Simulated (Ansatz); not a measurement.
Reaction (ligand exchange at the Al–S bond): `[AlH2][S][SiH3]` + `CB[TeH]` → `CB[Te][AlH2]` + `[SiH3]S`

Computed with Ansatz on PBE0-D4/def2-TZVP structures; ΔE is electronic, products minus reactants. CCSD(T)/CBS is the MP2 limit (def2-TZVPP, def2-QZVPP) plus CCSD(T) − MP2 in def2-TZVPP, frozen cores. DFT in def2-TZVPP. Elements past krypton have def2 core potentials. For Te outer-core shells are correlated without core-valence functions, which leaves a few kJ/mol of doubt a bond. Each species was taken in one conformer, which may not be the lowest.

```json
{"level": "PBE-D4", "ΔE (eV)": "0.19"}
{"level": "MP2/def2-TZVPP", "ΔE (eV)": "0.17"}
```

Question: What does CCSD(T)/CBS give? (Best estimate.)

Answer: Computed: +0.19 eV. The listed levels differ from it by 0.00, -0.02 eV.

Largest T1 diagnostic among the species: 0.013.

Leaving LDA and LC-ωPBE aside and taking each functional with its dispersion term where it has one, the values, not all of them listed here, spread over 0.14 eV, from PBE-QIDH to B97M-V.
